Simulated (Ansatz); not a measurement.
Relaxation of GeH3O (5 atoms, charge -1, multiplicity 1), to a largest force component of 0.02 eV/Å in at most 40 steps.

These are results of UHF/def2-SVP (Ansatz 0.2.0), not measurements.

```xyz
5
Properties=species:S:1:pos:R:3
O -1.498 0.428 0.729
Ge -0.091 0.026 0.044
H -0.062 -0.075 -1.518
H 0.526 -1.357 0.441
H 1.125 0.978 0.302
```

Q: Where does it end, and by what steps?

A: The forces met the threshold. Limits of this set-up: an anion without diffuse functions, the dipole of an ion depends on the origin. After 3 steps the energy has fallen by 0.071 eV; O1 moved furthest, 0.04 Å.

```
step  energy less start (eV)  largest force component (eV/Å)  accepted
   0                  0.0000                           2.159       yes
   1                 -0.0639                           0.722       yes
   2                 -0.0710                           0.136       yes
   3                 -0.0713                           0.009       yes
```

```xyz
5
Properties=species:S:1:pos:R:3
O -1.530 0.437 0.745
Ge -0.081 0.023 0.040
H -0.065 -0.075 -1.544
H 0.534 -1.381 0.451
H 1.143 0.996 0.309
```

Whether the end is a true minimum wasn't checked by a vibrational analysis.

The run took 4.8 s on 1 thread of Arm Neoverse V1, with other jobs on the host, peak memory 0.13 GiB.
